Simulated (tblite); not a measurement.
Start geometry of `C[Si@@H]1[SiH2][SiH2][Si@@H](O)[SiH2]1` from a force field or distance geometry (Å):
```
atom  x, y, z in Å
C1     2.5318   -0.0617    0.4536
Si2    1.3755   -0.3619   -0.9823
Si3    0.2043    1.5103   -1.2599
Si4   -1.7486    1.2113   -0.1940
Si5   -1.2179   -0.4789    1.2141
O6    -2.6453   -1.1562    1.8324
Si7   -0.1851   -1.8111   -0.2751
H8     1.9591    0.3088    1.3497
H9     2.9988   -1.0125    0.7444
H10    3.2351    0.7254    0.1719
H11    2.0443   -0.8116   -2.1888
H12   -0.0907    1.7600   -2.6817
H13    0.8880    2.6721   -0.6503
H14   -2.7228    0.6956   -1.1483
H15   -2.1949    2.3976    0.5340
H16   -0.2817   -0.0028    2.2342
H17   -3.3865   -0.4879    1.8284
H18    0.3784   -3.0118    0.3369
H19   -1.1517   -2.0755   -1.3265
```

Question: What comes out of this run: tblite, GFN2-xTB geometry optimisation, gas phase?

Answer: 
```
atom  x, y, z in Å
C1     2.9241   -0.0064   -0.0823
Si2    1.2686   -0.4433   -0.9239
Si3    0.0520    1.5367   -1.2632
Si4   -1.5841    1.6053    0.4040
Si5   -1.8555   -0.6021    1.1208
O6    -2.9725   -1.3372    0.1656
Si7    0.0394   -1.8187    0.5313
H8     2.7517    0.4772    0.8756
H9     3.5208   -0.8942    0.1053
H10    3.5218    0.6693   -0.6870
H11    1.6507   -1.0960   -2.1924
H12   -0.5782    1.5373   -2.5928
H13    0.8873    2.7462   -1.2927
H14   -2.8336    2.2463   -0.0407
H15   -1.1536    2.4605    1.5198
H16   -2.3431   -0.7245    2.5079
H17   -3.8860   -1.0669    0.1498
H18    0.8370   -2.1425    1.7276
H19   -0.2566   -3.1378   -0.0403
```

The energy falls by 100.2 kJ/mol over 152 L-BFGS steps, the largest force on an atom goes from 2.07 to 0.009 eV/Å, and the atoms move by 1.231 Å rms after alignment. The bond that changes most is Si2–Si3 (SiH silicon to SiH2 silicon), which lengthens by 0.123 Å. Bonds longer at the end by more than 0.005 Å: 12 of 19; shorter: 6. Among the angles that change most is O6–Si5–Si7, from 113.0° to 99.9°. Among the dihedrals that turn most is H14–Si4–Si5–H16, from -178° to -81°. Rotational constants go from 1342, 877.5, 647.8 to 1230, 818.6, 574.4 MHz. The orientation of the end geometry is arbitrary; only internal coordinates are fixed.

Its GFN2-xTB frequencies are all real (lowest 22 cm⁻¹). One conformer, not necessarily the lowest. 2 starts were optimised and ended at 0.00 and 1.15 kcal/mol (GFN2-xTB); the lowest of these is shown.

The numbers are calculated, not measured.
